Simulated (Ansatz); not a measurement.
Stretching the O3–H4 bond in GaH3O2 (SMILES [OH][GaH][OH]) (multiplicity 1 held, fragments rigid). Energies count from the point at 0.963 Å.
Geometry at that point (charge 0, multiplicity 1):
```tsv
atom	x (Å)	y (Å)	z (Å)
Ga	-0.2440	-0.1775	-0.1512
H	-1.3542	-1.0163	-0.8271
O	0.0204	1.5378	-0.5766
H	0.7423	1.9403	-0.0819
O	0.9023	-0.7560	1.1056
H	0.7953	-1.6758	1.3651
```

U- levels take the lowest unrestricted solution at each point, which mixes spins at long bonds. Active spaces are followed from a long bond inwards. Levels need not reach the same state.

Correlated levels freeze the cores. Filled d and f shells under p-block atoms count as core.

Programs: Ansatz (a quantum-chemistry and plane-wave program) with Gaussian orbitals. Each number belongs to the level named beside it.

### Question
Estimate the energy at R = 3.082 Å that FIC-MRCISD on CASSCF(4,3)/cc-pVDZ returns for this input.

### Answer
114.1 kcal/mol

### Question
Predict the energy at R = 3.082 Å from U-SCS-MP2/cc-pVDZ.

### Answer
119.4 kcal/mol

### Question
What is the computed energy at R = 3.082 Å (FIC-MRCISD+Q on CASSCF(4,3)/cc-pVDZ)?

### Answer
115.9 kcal/mol

Doubts at one or more of the structures used: a spin-contaminated determinant (U-SCS-MP2/cc-pVDZ); active orbitals that take no part (FIC-MRCISD on CASSCF(4,3)/cc-pVDZ, FIC-MRCISD+Q on CASSCF(4,3)/cc-pVDZ).
